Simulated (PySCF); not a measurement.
**Frontier orbitals and the lowest excitations**

Compound: C5H7GeNO.
Numbering: `[GeH3:1][O:2][c:3]1[cH:4][cH:5][n:6][cH:7][cH:8]1` (hydrogens: H9, H10, H11 on Ge1; H12 on C4; H13 on C5; H14 on C7; H15 on C8)

Cartesian coordinates in Å at the PBE0-D3(BJ)/def2-SVP level; atoms count from 1:
```xyz
15
C5H7GeNO angstrom
Ge    -2.3742    0.5717   -0.1885
O     -0.7478    1.2843   -0.5248
C      0.4245    0.6928   -0.2694
C      1.6004    1.3891   -0.5807
C      2.8225    0.7829   -0.3182
N      2.9598   -0.4310    0.2168
C      1.8415   -1.0860    0.5081
C      0.5592   -0.5835    0.2913
H     -3.3192    1.6728   -0.6702
H     -2.4882    0.3090    1.3215
H     -2.5155   -0.7274   -0.9977
H      1.5349    2.3858   -1.0202
H      3.7499    1.3167   -0.5575
H      1.9580   -2.0843    0.9468
H     -0.3124   -1.1864    0.5591
```

Computed with PySCF 2.14.0, density-fitted response routines, TDDFT wB97X-D/def2-SVPD, vertical, gas phase, core orbitals frozen in the response. Relativistic effects, spin–orbit coupling among them, are left out although an element past zinc is present.

Frontier orbitals with the atoms that hold most of them (Löwdin shares over 4%, at most four atoms; ? is withheld):

```json
{"orbital": "LUMO+2", "ε (eV)": "1.39", "atoms": "C3 21%, N6 19%, C5 18%, C8 12%"}
{"orbital": "LUMO+1", "ε (eV)": "1.32", "atoms": "Ge1 46%, H10 12%, H11 12%, O2 11%"}
{"orbital": "LUMO", "ε (eV)": "1.30", "atoms": "C7 23%, C4 19%, C8 14%, C5 12%"}
{"orbital": "HOMO", "ε (eV)": "-9.02", "atoms": "?"}
{"orbital": "HOMO-1", "ε (eV)": "-9.24", "atoms": "?"}
{"orbital": "HOMO-2", "ε (eV)": "-9.38", "atoms": "C8 25%, C5 20%, C7 18%, C4 16%"}
{"orbital": "HOMO-3", "ε (eV)": "-11.17", "atoms": "O2 38%, C3 10%, Ge1 10%, C8 8%"}
```

Question: Give the leading atoms of the HOMO.

Answer: O2 (bonded to C and Ge) 23%; N6 (bonded to 2 C) 18%; C4 (bonded to 2 C and H) 17%; C3 (bonded to 2 C and O) 16%. By element: carbon 33% or more, oxygen 23%, nitrogen 18%.

Question: Which atoms hold the HOMO-1, and with what shares?

Answer: N6 (bonded to 2 C) 62%; C7 (bonded to C, N and H) 11%; C5 (bonded to C, N and H) 10%; C4 (bonded to 2 C and H) 4%. By element: nitrogen 62%, carbon 26% or more.

Question: The HOMO–LUMO gap is 10.32 eV. Where does the response calculation put the lowest singlet, and from which orbitals?

Answer: S1 is at 5.35 eV (f = 0.0003), 4.97 eV below the gap, made of HOMO-1→LUMO (96%). Its leading pair isn't HOMO and LUMO; the energies of that pair differ by 10.55 eV. 

Next come S2 at 5.50 eV (f 0.0041), HOMO-1→LUMO+2 (95%); S3 at 5.54 eV (f 0.0005), HOMO→LUMO (49%), HOMO-2→LUMO+2 (27%), HOMO→LUMO+2 (13%); S4 at 6.16 eV (f 0.058), HOMO→LUMO+2 (53%), HOMO-2→LUMO (23%), HOMO→LUMO (15%); S5 at 6.47 eV (f 0.0001), HOMO→LUMO+1 (60%), HOMO→LUMO+3 (26%).

One conformer stands for the species.
